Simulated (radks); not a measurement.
Values are calculated unless marked as measured or tabulated.
Q: These are the eigenvalues of the occupied orbitals of an atom or ion with whole-number occupations (eV). Code: a radial shooting solver on a logarithmic mesh with Libxc functionals. Model: non-relativistic Kohn-Sham, LB94 model potential, spin-polarised, spherical densities, point nucleus.

orbital  eigenvalue
1s down   -80821.91
1s up     -80821.79
2s up     -14988.73
2s down   -14987.62
2p up     -14499.88
2p down   -14499.31
3s up     -4796.592
3s down   -4796.576
3p up     -4566.815
3p down   -4566.405
3d up     -4138.885
3d down   -4137.522
4s up     -2118.747
4s down   -2114.901
4p up     -2016.072
4p down   -2012.294
4d up     -1830.926
4d down   -1827.527

Which element is it, and in what charge state? The configuration may be excited. Open shells, if any, are filled with parallel spins first.

A: Z = 82, lead, charge +38: Pb38+ in [Kr] 4d8. The list shows which subshells hold electrons but not how many an open one holds; the 1s level, -2970.2 hartree, gives Z - s = 77.1 by -(Z - s)^2/2, which with screening narrows Z to a few neighbours, and the depths of the outer levels then fix element, charge and occupations together.
